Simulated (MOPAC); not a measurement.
Input file for MOPAC: PM6 on CH3ITe (SMILES C[Te]I), a point of a torsion scan.

```
PM6 1SCF PRECISE CHARGE=0 THREADS=1
CH3ITe

C     -0.74791883 1    -0.01427221 1     0.04121647 1
Te     0.98157747 1     1.26705224 1    -0.16484034 1
I      1.73067256 1     1.15043919 1     2.40517060 1
H     -0.84752221 1    -0.34388429 1     1.06603401 1
H     -1.63599078 1     0.53269798 1    -0.24730112 1
H     -0.63463737 1    -0.87627171 1    -0.60315457 1
```

Output:

```
*******************************************************************************
 **                                                                           **
 **                              MOPAC v23.2.5                                **
 **                                                                           **
 *******************************************************************************
 ** MOPAC's Digital Object Identifier: https://doi.org/10.5281/zenodo.6511958 **
 **                                                                           **
 ** Please cite the open-source release paper for use of this MOPAC version:  **
 ** J. E. Moussa and J. J. P. Stewart (2026)                                  **
 ** MOPAC: An open-source semiempirical molecular orbital program             **
 ** J. Open Source Softw., 11(119), 8025, https://doi.org/10.21105/joss.08025 **
 *******************************************************************************

                              PM6 CALCULATION RESULTS

 *******************************************************************************
 *  PM6        - The PM6 Hamiltonian to be used
 *
 *
 *
 *                 CHARGE ON SYSTEM = 0
 *
 *
 *
 *  PRECISE    - TIGHTER CRITERIA TO BE USED
 *  1SCF       - DO 1 SCF AND THEN STOP
 *  THREADS=1  - MULTI-THREADING NOT USED
 *  T=         - A TIME OF 172800.0 SECONDS REQUESTED
 *  DUMP=N     - RESTART FILE WRITTEN EVERY 7200.0 SECONDS REQUESTED
 *******************************************************************************
PM6 1SCF PRECISE CHARGE=0 THREADS=1
 CH3ITe

   ATOM   CHEMICAL          X               Y               Z
  NUMBER   SYMBOL      (ANGSTROMS)     (ANGSTROMS)     (ANGSTROMS)

     1       C         -0.74791883  *  -0.01427221  *   0.04121647  *
     2      Te          0.98157747  *   1.26705224  *  -0.16484034  *
     3       I          1.73067256  *   1.15043919  *   2.40517060  *
     4       H         -0.84752221  *  -0.34388429  *   1.06603401  *
     5       H         -1.63599078  *   0.53269798  *  -0.24730112  *
     6       H         -0.63463737  *  -0.87627171  *  -0.60315457  *



          CARTESIAN COORDINATES

    NO.       ATOM           X           Y           Z

     1         C         -0.7479     -0.0143      0.0412
     2        Te          0.9816      1.2671     -0.1648
     3         I          1.7307      1.1504      2.4052
     4         H         -0.8475     -0.3439      1.0660
     5         H         -1.6360      0.5327     -0.2473
     6         H         -0.6346     -0.8763     -0.6032

 General Reference for PM6:
 "Optimization of Parameters for Semiempirical Methods V: Modification of NDDO Approximations
 and Application to 70 Elements", J. J. P. Stewart, J. Mol. Mod., 13, 1173-1213 (2007)
 URL: https://link.springer.com/article/10.1007/s00894-007-0233-4

           Empirical Formula: C H3 Te I  =     6 atoms



      MOLECULAR POINT GROUP   :   Cs


      RHF CALCULATION, NO. OF DOUBLY OCCUPIED LEVELS = 10


 -------------------------------------------------------------------------------
 PM6 1SCF PRECISE CHARGE=0 THREADS=1
 CH3ITe



     1SCF WAS SPECIFIED, SO BFGS WAS NOT USED
     SCF FIELD WAS ACHIEVED


                              PM6 CALCULATION
                                                       MOPAC v23.2.5 Linux




          FINAL HEAT OF FORMATION =         12.77711 KCAL/MOL =      53.45943 KJ/MOL


          COSMO AREA              =        128.62 SQUARE ANGSTROMS
          COSMO VOLUME            =        122.04 CUBIC ANGSTROMS

          IONIZATION POTENTIAL    =          8.264721 EV
          HOMO LUMO ENERGIES (EV) =         -8.265 -1.841
          NO. OF FILLED LEVELS    =         10
          MOLECULAR WEIGHT        =        269.5392         POINT GROUP:  Cs

          MOLECULAR DIMENSIONS (Angstroms)

            Atom       Atom       Distance
            H     6    I     3     4.33039
            H     4   Te     2     2.57866
            I     3    H     5     1.72322


          SCF CALCULATIONS        =          1





   ATOM   CHEMICAL          X               Y               Z
  NUMBER   SYMBOL      (ANGSTROMS)     (ANGSTROMS)     (ANGSTROMS)

     1       C         -0.74791883  *  -0.01427221  *   0.04121647  *
     2      Te          0.98157747  *   1.26705224  *  -0.16484034  *
     3       I          1.73067256  *   1.15043919  *   2.40517060  *
     4       H         -0.84752221  *  -0.34388429  *   1.06603401  *
     5       H         -1.63599078  *   0.53269798  *  -0.24730112  *
     6       H         -0.63463737  *  -0.87627171  *  -0.60315457  *

                             CARTESIAN COORDINATES

   1    C       -0.747918830    -0.014272210     0.041216470
   2   Te        0.981577470     1.267052240    -0.164840340
   3    I        1.730672560     1.150439190     2.405170600
   4    H       -0.847522210    -0.343884290     1.066034010
   5    H       -1.635990780     0.532697980    -0.247301120
   6    H       -0.634637370    -0.876271710    -0.603154570


           Empirical Formula: C H3 Te I  =     6 atoms



      MOLECULAR POINT GROUP   :   Cs


                  EIGENVALUES
 -72.29630 -25.04793 -20.83720 -15.00058 -14.98975 -12.39010 -11.27768 -10.90509
  -9.94620  -8.26472  -1.84096   0.42167   5.15133   5.17684   6.24467 109.42637
 109.49173 109.86673 110.18225 110.18961


              NET ATOMIC CHARGES AND DIPOLE CONTRIBUTIONS

  ATOM NO.   TYPE          CHARGE      No. of ELECS.   s-Pop       p-Pop       d-Pop
    1          C          -0.649446        4.6494     1.05892     3.59053
    2         Te           0.108442        5.8916     1.93873     3.95282
    3          I          -0.079878        7.0799     1.95713     5.11346     0.00929
    4          H           0.209556        0.7904     0.79044
    5          H           0.205663        0.7943     0.79434
    6          H           0.205663        0.7943     0.79434
 DIPOLE           X         Y         Z       TOTAL
 POINT-CHG.    -0.916    -0.422    -0.904     1.355
 HYBRID        -0.170    -0.363     0.959     1.039
 SUM           -1.086    -0.786     0.055     1.341


          ATOMIC ORBITAL ELECTRON POPULATIONS

     Atom    s        px        py        pz      x^2-y^2     xz        z^2       yz        xy
    1  C   1.05892   1.16060   1.19460   1.23532
    2 Te   1.93873   1.24527   1.65503   1.05252
    3  I   1.95713   1.92263   1.98899   1.20183   0.00008   0.00208   0.00640   0.00065   0.00008
    4  H   0.79044
    5  H   0.79434
    6  H   0.79434

 **********************
 *                    *
 * JOB ENDED NORMALLY *
 *                    *
 **********************




 == MOPAC DONE ==
```

The run finished.

Cost: around 0.010 core-seconds (rough).
